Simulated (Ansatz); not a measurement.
Geometry optimisation, RKS PBE-D4/def2-SVP (Ansatz 0.2.0).

input.yaml

```yaml
crystal:
  periodic: [false, false, false]
  atoms:
    - { symbol: Ge, position_ang: [0.016691, 0.033068, -0.950334] }
    - { symbol: O, position_ang: [1.156691, 0.151635, 1.772901] }
    - { symbol: H, position_ang: [0.750415, -0.725784, 1.910922] }
    - { symbol: H, position_ang: [1.855416, -0.049024, 1.099108] }
    - { symbol: O, position_ang: [-1.127696, 1.439506, -1.028707] }
    - { symbol: H, position_ang: [-1.983015, 1.247379, -0.600272] }
    - { symbol: H, position_ang: [-0.990502, -0.985081, -0.162219] }
basis:
  gaussian: { orbitals: def2-SVP }
hamiltonian:
  xc: pbe
  dispersion: d4
relax:
  f_tol: 0.03
  max_steps: 50
output:
  orbitals: {}
```

Launched with:

```bash
$ ansatz run input.yaml --threads 1 --pin off --max-ram 2048MiB --backend cpu --events-out ev --progress --plain --runs-dir out
```

Where does it end, and by what steps?

The forces met the threshold. After 9 steps the energy has fallen by 0.208 eV; O2 moved furthest, 0.54 Å.

```
step  energy less start (eV)  largest force component (eV/Å)  accepted
   0                  0.0000                           0.837       yes
   1                 -0.0682                           1.383       yes
   2                 -0.0959                           2.088       yes
   3                 -0.1676                           1.197       yes
   4                 -0.1924                           0.577       yes
   5                 -0.2023                           0.414       yes
   6                 -0.2067                           0.142       yes
   7                 -0.2076                           0.045       yes
   8                 -0.2078                           0.031       yes
   9                 -0.2079                           0.027       yes
```

```xyz
7
Properties=species:S:1:pos:R:3
Ge 0.067 -0.098 -0.897
O 0.872 0.163 1.319
H 0.639 -0.690 1.735
H 1.847 0.149 1.250
O -0.973 1.401 -0.893
H -1.781 1.274 -0.362
H -0.993 -1.087 -0.112
```

Run time: 18 s on 1 thread of Arm Neoverse V2, on a shared host, peak memory 0.14 GiB.
